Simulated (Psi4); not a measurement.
Psi4 input (wB97X-D/6-31G*):

```
memory 1500 MB

molecule {
0 1
C     1.51122700   -0.25669500    1.13296500
O     0.88946400    0.37025800    0.01531400
B    -0.40056800    0.08146800   -0.31708600
O    -0.97881000    0.69802500   -1.39835600
O    -1.12501400   -0.81865600    0.41845400
H     0.97735300   -0.02736200    2.05699100
H     2.52725700    0.12860800    1.19749800
H     1.54202800   -1.34041300    1.00629100
H    -0.37776500    1.30774400   -1.83729900
H    -2.01851100   -0.93276000    0.08085900
symmetry c1
no_reorient
no_com
}

set {
  basis 6-31G*
  reference rks
  scf_type pk
  dft_radial_points 99
  dft_spherical_points 590
  e_convergence 1e-8
  d_convergence 1e-7
  maxiter 150
}

e = energy('wb97x-d')
print_out(f'\nFINAL {e:.10f} DIPOLE {variable("CURRENT DIPOLE")[0]:.6f} {variable("CURRENT DIPOLE")[1]:.6f} {variable("CURRENT DIPOLE")[2]:.6f}\n')
```

Output:

```
   => Loading Basis Set <=

    Name: 6-31G*
    Role: ORBITAL
    Keyword: BASIS
    atoms 1      entry C          line   111 file 6-31gs.gbs
    atoms 2, 4-5 entry O          line   145 file 6-31gs.gbs
    atoms 3      entry B          line    94 file 6-31gs.gbs
    atoms 6-10   entry H          line    44 file 6-31gs.gbs

   => WB97X-D: Empirical Dispersion <=

    Chai and Head-Gordon Dispersion Correction
    Chai, J.-D.; Head-Gordon, M. (2010), J. Chem. Phys., 132: 6615-6620

        s6 =       1.000000

         ---------------------------------------------------------
                                   SCF
               by Justin Turney, Rob Parrish, Andy Simmonett
                          and Daniel G. A. Smith
                              RKS Reference
         ---------------------------------------------------------

  ==> Geometry <==

    Molecular point group: c1
    Full point group: C1

    Geometry (in Angstrom), charge = 0, multiplicity = 1:

       Center              X                  Y                   Z               Mass
    ------------   -----------------  -----------------  -----------------  -----------------
         C            1.511227000000    -0.256695000000     1.132965000000    12.000000000000
         O            0.889464000000     0.370258000000     0.015314000000    15.994914619570
         B           -0.400568000000     0.081468000000    -0.317086000000    11.009305360000
         O           -0.978810000000     0.698025000000    -1.398356000000    15.994914619570
         O           -1.125014000000    -0.818656000000     0.418454000000    15.994914619570
         H            0.977353000000    -0.027362000000     2.056991000000     1.007825032230
         H            2.527257000000     0.128608000000     1.197498000000     1.007825032230
         H            1.542028000000    -1.340413000000     1.006291000000     1.007825032230
         H           -0.377765000000     1.307744000000    -1.837299000000     1.007825032230
         H           -2.018511000000    -0.932760000000     0.080859000000     1.007825032230

  Running in c1 symmetry.

  Rotational constants: A =      0.31349  B =      0.13381  C =      0.09547 [cm^-1]
  Rotational constants: A =   9398.13185  B =   4011.56146  C =   2861.98355 [MHz]
  Nuclear repulsion =  175.619373528345790

  Charge       = 0
  Multiplicity = 1
  Electrons    = 40
  Nalpha       = 20
  Nbeta        = 20

  ==> Algorithm <==

  SCF Algorithm Type is PK.
  DIIS enabled.
  MOM disabled.
  Fractional occupation disabled.
  Guess Type is SAD.
  Energy threshold   = 1.00e-08
  Density threshold  = 1.00e-07
  Integral threshold = 1.00e-12

  ==> Primary Basis <==

  Basis Set: 6-31G*
    Blend: 6-31G*
    Number of shells: 40
    Number of basis functions: 85
    Number of Cartesian functions: 85
    Spherical Harmonics?: false
    Max angular momentum: 2

  ==> DFT Potential <==

   => LibXC <=

    Version 7.1.2
    S. Lehtola, C. Steigemann, M. J. T. Oliveira, and M. A. L. Marques,  SoftwareX 7, 1–5 (2018) (10.1016/j.softx.2017.11.002)

   => Composite Functional: WB97X-D <=

    wB97X-D Hyb-GGA Exchange-Correlation Functional

    J.-D. Chai and M. Head-Gordon,  Phys. Chem. Chem. Phys. 10, 6615–6620 (2008) (10.1039/B810189B)

    Deriv               =              1
    GGA                 =           TRUE
    Meta                =          FALSE

    Exchange Hybrid     =           TRUE
    MP2 Hybrid          =          FALSE

   => Exchange-Correlation Functionals <=

    1.0000   wB97X-D range-separated functional

   => Exact (HF) Exchange <=

    0.7780            HF,LR [omega = 0.2000]
    0.2220               HF

   => LibXC Density Thresholds  <==

    XC_HYB_GGA_XC_WB97X_D:  1.00E-14

   => Molecular Quadrature <=

    Radial Scheme          =       TREUTLER
    Pruning Scheme         =           NONE
    Nuclear Scheme         =       TREUTLER

    Blocking Scheme        =         OCTREE
    BS radius alpha        =              1
    Pruning alpha          =              1
    Radial Points          =             99
    Spherical Points       =            590
    Total Points           =         550078
    Total Blocks           =           3902
    Max Points             =            256
    Max Functions          =             84
    Weights Tolerance      =       1.00E-15

  ==> Integral Setup <==

  Using in-core PK algorithm.
   Calculation information:
      Number of atoms:                  10
      Number of AO shells:              40
      Number of primitives:             95
      Number of atomic orbitals:        85
      Number of basis functions:        85

      Integral cutoff                 1.00e-12
      Number of threads:                 1

  Performing in-core PK
  Using 20044020 doubles for integral storage.
  We computed 313253 shell quartets total.
  Whereas there are 336610 unique shell quartets.

  Computing range-separated integrals for PK
  We computed 313253 wK shell quartets total.
  Whereas there are 336610 wK unique shell quartets.

  ==> DiskJK: Disk-Based J/K Matrices <==

    J tasked:                  Yes
    K tasked:                  Yes
    wK tasked:                 Yes
    Omega:               2.000E-01
    Schwarz Cutoff:          1E-12


  Cached 50.0% of DFT collocation blocks in 0.539 [GiB].

  Minimum eigenvalue in the overlap matrix is 7.1919371879E-03.
  Reciprocal condition number of the overlap matrix is 1.0676525607E-03.
    Using symmetric orthogonalization.

  ==> Pre-Iterations <==

  SCF Guess: Superposition of Atomic Densities via on-the-fly atomic UHF (no occupation information).

   -------------------------
    Irrep   Nso     Nmo
   -------------------------
     A         85      85
   -------------------------
    Total      85      85
   -------------------------

  ==> Iterations <==

                        Total Energy        Delta E     RMS |[F,P]|

   @RKS iter SAD:  -290.72217404026225   -2.90722e+02   0.00000e+00
   @RKS iter   1:  -291.42847217773402   -7.06298e-01   9.70674e-03 DIIS/ADIIS
   @RKS iter   2:  -291.46314609686141   -3.46739e-02   9.52246e-03 DIIS/ADIIS
   @RKS iter   3:  -291.68535335237141   -2.22207e-01   5.21305e-04 DIIS/ADIIS
   @RKS iter   4:  -291.68615687281698   -8.03520e-04   1.69686e-04 DIIS/ADIIS
   @RKS iter   5:  -291.68625682694545   -9.99541e-05   4.90738e-05 DIIS
   @RKS iter   6:  -291.68626411580613   -7.28886e-06   1.49873e-05 DIIS
   @RKS iter   7:  -291.68626471858397   -6.02778e-07   5.26049e-06 DIIS
   @RKS iter   8:  -291.68626480006895   -8.14850e-08   1.31609e-06 DIIS
   @RKS iter   9:  -291.68626480730393   -7.23497e-09   2.18691e-07 DIIS
   @RKS iter  10:  -291.68626480755916   -2.55227e-10   1.21463e-07 DIIS
   @RKS iter  11:  -291.68626480760361   -4.44516e-11   2.90293e-08 DIIS
  Energy and wave function converged.

  ==> Post-Iterations <==

   Electrons on quadrature grid:
      Ntotal   =   39.9999995524 ; deviation = -4.476e-07

    Orbital Energies [Eh]
    ---------------------

    Doubly Occupied:

       1A    -19.272053     2A    -19.271689     3A    -19.270278
       4A    -10.336651     5A     -6.900537     6A     -1.143708
       7A     -1.102272     8A     -1.097156     9A     -0.785372
      10A     -0.649411    11A     -0.624730    12A     -0.582860
      13A     -0.538822    14A     -0.521424    15A     -0.463778
      16A     -0.451363    17A     -0.445001    18A     -0.404140
      19A     -0.395094    20A     -0.368502

    Virtual:

      21A      0.160965    22A      0.183335    23A      0.197444
      24A      0.217871    25A      0.236532    26A      0.255540
      27A      0.277964    28A      0.328900    29A      0.420708
      30A      0.431239    31A      0.517535    32A      0.601405
      33A      0.639852    34A      0.668429    35A      0.669309
      36A      0.694041    37A      0.762865    38A      0.899022
      39A      0.913866    40A      0.948888    41A      0.952411
      42A      1.012003    43A      1.026492    44A      1.042952
      45A      1.057702    46A      1.061470    47A      1.091591
      48A      1.169259    49A      1.213919    50A      1.277044
      51A      1.304260    52A      1.324687    53A      1.330527
      54A      1.431880    55A      1.582586    56A      1.606054
      57A      1.614474    58A      1.656425    59A      1.715847
      60A      1.776407    61A      1.811211    62A      1.832763
      63A      1.839119    64A      1.906749    65A      2.105298
      66A      2.128295    67A      2.152126    68A      2.224145
      69A      2.337965    70A      2.348574    71A      2.453275
      72A      2.509479    73A      2.514457    74A      2.612323
      75A      2.639003    76A      2.769648    77A      2.852518
      78A      2.993965    79A      3.025010    80A      3.127841
      81A      3.696025    82A      3.978261    83A      4.081166
      84A      4.188700    85A      4.386960

    Final Occupation by Irrep:
              A
    DOCC [    20 ]
    NA   [    20 ]
    NB   [    20 ]

  @RKS Final Energy:  -291.68626480760361

   => Energetics <=

    Nuclear Repulsion Energy =            175.6193735283457897
    One-Electron Energy =                -747.7820439700674342
    Two-Electron Energy =                 306.3354304499009686
    DFT Exchange-Correlation Energy =     -25.8564261078369313
    Empirical Dispersion Energy =          -0.0025987079460531
    VV10 Nonlocal Energy =                  0.0000000000000000
    Total Energy =                       -291.6862648076036066

Computation Completed

Properties will be evaluated at   0.000000,   0.000000,   0.000000 [a0]

Properties computed using the SCF density matrix

 Multipole Moments:

 ------------------------------------------------------------------------------------
     Multipole            Electronic (a.u.)      Nuclear  (a.u.)        Total (a.u.)
 ------------------------------------------------------------------------------------

 L = 1.  Multiply by 2.5417464519 to convert [e a0] to [Debye]
 Dipole X            :          0.1014232            0.0000076            0.1014307
 Dipole Y            :          0.0355930            0.0000057            0.0355986
 Dipole Z            :          0.0100326           -0.0000076            0.0100250
 Magnitude           :                                                    0.1079628

 ------------------------------------------------------------------------------------

FINAL -291.6862648076 DIPOLE 0.101431 0.035599 0.010025

*** Psi4 exiting successfully. Buy a developer a beer!
```

The geometry given is a B3LYP-D3(BJ)/def2-TZVP minimum.
